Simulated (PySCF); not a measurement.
**Working out the ionisation energy of La+**

La+ [Xe] 5d2 (3F) → La(2+) [Xe] 5d1 (2D). Computed with PySCF 2.14 in def2-TZVPPD with the def2 core potential (46 electrons) (6s5p3d2f1g, 59 functions), with a scalar-relativistic core potential. Frozen: nothing. Energies in hartree (1 hartree = 27.21139 eV):

| part | La+ (lower) | La(2+) (upper) |
| --- | --- | --- |
| UHF | -30.917133 | -30.532865 |
| MP2 opposite-spin | -0.117106 | -0.108150 |
| MP2 same-spin | -0.046821 | -0.039309 |

Task: What does Hartree-Fock give?

Result: (-30.532865) − (-30.917133) = 0.384268 hartree = 10.456 eV.

Task: What do MP2 and SCS-MP2 (6/5 opposite-spin, 1/3 same-spin) give?

Result: The opposite-spin parts differ by 0.244 eV and the same-spin parts by 0.204 eV. MP2: 10.456 + (0.244) + (0.204) = 10.904 eV. SCS-MP2: 10.456 + 1.2 × (0.244) + (0.204)/3 = 10.817 eV.

Reference: 11.185 eV (measured; NIST Atomic Spectra Database, ionization energies), between the lowest levels; spin-orbit coupling is absent from the calculation.

What remains against the reference includes basis incompleteness and correlation beyond second order.
